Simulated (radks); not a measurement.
The numbers below are computed, except where a source is named.
Polarisability of neutral scandium, [Ar] 3d1 4s2, at imaginary frequency. Code: a radial shooting solver on a logarithmic mesh with Libxc functionals. Model: non-relativistic Kohn-Sham, LDA (Slater exchange, VWN5 correlation), spin-unpolarised, spherical densities, point nucleus. Response by self-consistent Sternheimer equations with the Hartree and adiabatic LDA kernel.

w (hartree),alpha1(iw) (bohr^3)
0.00266,116.1
0.0143,114.9
0.0360,108.3
0.0697,91.51
0.118,66.26
0.186,41.86
0.280,24.56
0.413,14.16
0.605,8.243
0.892,4.846
1.35,2.775
2.12,1.442
3.59,0.6245
6.94,0.2058
17.5,0.04303

Static values: alpha1 = 116.2 bohr^3 (17.22 angstrom^3; uncoupled 225.0). C6 = 1423, triple-dipole C9 = 120500 atomic units. One-pole (London) frequency 4 C6 / (3 alpha1^2) = 0.141 hartree, against 0.131 for minus the highest occupied eigenvalue. The dipole shielding factor is 1.000, as the force sum rule N/Z = 1.000 demands. Recommended static value: 97 bohr^3 (Schwerdtfeger and Nagle, 2023 table).

Beside tabulated values, note that spin-unpolarised runs miss the spin-polarisation part of the exchange energy of open shells.
